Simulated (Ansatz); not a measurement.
Geometry optimisation, RKS PBE/def2-SVP (Ansatz).

The input (input.yaml):

```yaml
crystal:
  periodic: [false, false, false]
  atoms:
    - { symbol: Zn, position_ang: [-0.229019, 0.19446, 1.30405] }
    - { symbol: O, position_ang: [-1.571636, 0.989646, 0.295925] }
    - { symbol: C, position_ang: [1.130357, -0.765302, 2.276629] }
    - { symbol: H, position_ang: [-1.833445, 0.220378, -1.849877] }
    - { symbol: Si, position_ang: [-0.460157, 0.104982, -2.317848] }
    - { symbol: H, position_ang: [-1.471609, 1.969491, 0.305667] }
    - { symbol: H, position_ang: [2.038907, -0.141641, 2.397595] }
    - { symbol: H, position_ang: [0.775961, -1.067964, 3.282291] }
    - { symbol: H, position_ang: [1.413143, -1.678286, 1.713821] }
    - { symbol: H, position_ang: [0.212263, 1.4522, -2.382975] }
    - { symbol: H, position_ang: [0.33099, -0.740866, -1.344339] }
    - { symbol: H, position_ang: [-0.335756, -0.537097, -3.680839] }
basis:
  gaussian: { orbitals: def2-SVP }
hamiltonian:
  xc: pbe
relax:
  f_tol: 0.03
  max_steps: 50
```

Run as:

```bash
$ ansatz run input.yaml --threads 2 --pin off --max-ram 3072MiB --backend cpu --events-out ev --progress --plain --runs-dir out
```

Q: Where does it end, and by what steps?

A: The run converged. After 7 steps the energy has fallen by 0.149 eV; H4 moved furthest, 0.49 Å.

```json
{"step": "0", "energy less start (eV)": "0.0000", "largest force component (eV/Å)": "0.735", "accepted": "yes"}
{"step": "1", "energy less start (eV)": "-0.0814", "largest force component (eV/Å)": "0.521", "accepted": "yes"}
{"step": "2", "energy less start (eV)": "-0.1284", "largest force component (eV/Å)": "0.247", "accepted": "yes"}
{"step": "3", "energy less start (eV)": "-0.1398", "largest force component (eV/Å)": "0.219", "accepted": "yes"}
{"step": "4", "energy less start (eV)": "-0.1467", "largest force component (eV/Å)": "0.320", "accepted": "yes"}
{"step": "5", "energy less start (eV)": "-0.1482", "largest force component (eV/Å)": "0.181", "accepted": "yes"}
{"step": "6", "energy less start (eV)": "-0.1487", "largest force component (eV/Å)": "0.092", "accepted": "yes"}
{"step": "7", "energy less start (eV)": "-0.1491", "largest force component (eV/Å)": "0.010", "accepted": "yes"}
```

```xyz
12
Properties=species:S:1:pos:R:3
Zn -0.129 0.220 1.246
O -1.430 1.055 0.306
C 1.167 -0.770 2.274
H -2.045 0.021 -2.250
Si -0.551 0.099 -2.264
H -1.282 2.012 0.196
H 2.087 -0.172 2.436
H 0.758 -1.048 3.266
H 1.453 -1.702 1.744
H -0.031 1.501 -2.127
H 0.074 -0.799 -1.226
H -0.070 -0.417 -3.602
```

Whether the end is a true minimum wasn't checked by a vibrational analysis.

Run time: 23 s on 2 threads of Arm Neoverse V1, with other jobs on the host, peak memory 0.16 GiB.
